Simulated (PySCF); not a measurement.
Below is a simulated gas-phase C 1s photoelectron spectrum of `F[C@H]1CC[Se]1`.

Every computed line was given a Gaussian of 0.5 eV full width at half maximum and an area set by the number of equivalent atoms; the highest printed point is 100. Method: delta-SCF UKS SCAN, pcX-2 on the ionised atom, pcseg-1 elsewhere, spin-free X2C (PySCF).

(binding energy (eV), intensity): (290.6, 0), (290.7, 2), (290.8, 5), (290.9, 15), (291.0, 33), (291.1, 59), (291.2, 85), (291.3, 100), (291.4, 94), (291.5, 72), (291.6, 44), (291.7, 22), (291.8, 9), (291.9, 3), (292.0, 1), (292.1, 0), (292.2, 0), (292.3, 0), (292.4, 0), (292.5, 0), (292.6, 0), (292.7, 1), (292.8, 3), (292.9, 8), (293.0, 18), (293.1, 31), (293.2, 45), (293.3, 51), (293.4, 47), (293.5, 34), (293.6, 20), (293.7, 9), (293.8, 4), (293.9, 1), (294.0, 0)

Question: Count the maxima, the lines and the sites behind this envelope.

Answer: The curve has 2 maxima (at 291.3 and 293.3 eV). Under it lie 3 lines from 3 inequivalent carbon sites. At this width some lines have no maximum of their own.

Question: Decompose the envelope and assign each component. Numbering: `[F:1][C@H:2]1[CH2:3][CH2:4][Se:5]1`.

Answer: 
| position (eV) | relative area | line | atoms | environment |
| --- | --- | --- | --- | --- |
| 291.29 | 1 | C 1s | C4 | sp3 carbon bound to selenium |
| 291.36 | 1 | C 1s | C3 | four-membered-ring carbon |
| 293.31 | 1 | C 1s | C2 | sp3 C–F carbon |

Question: What are the centre and the root-mean-square width of the whole band?

Answer: The area-weighted mean of the lines is 291.99 eV. Their own spread about it is 0.94 eV (rms) and each Gaussian has σ = 0.5/2.355 = 0.21 eV; the variances add, which gives 0.96 eV.

The listed C 1s values span 2.02 eV, from C4 (bonded to C, Se and 2 H) to C2 (bonded to F, C, Se and H). The widest gap between neighbouring values is 1.95 eV, between 291.36 and 293.31 eV. Summing the Pauling electronegativity differences to the bonded atoms, each weighted by its formal bond order, gives -0.70 for the lowest site and +1.08 for the highest; no listed site has a larger sum than the highest.

Shake-up satellites, vibrational structure and lifetime widths aren't simulated. Isolated species at its PBE0-D3(BJ)/def2-SVP geometry (one conformer only).
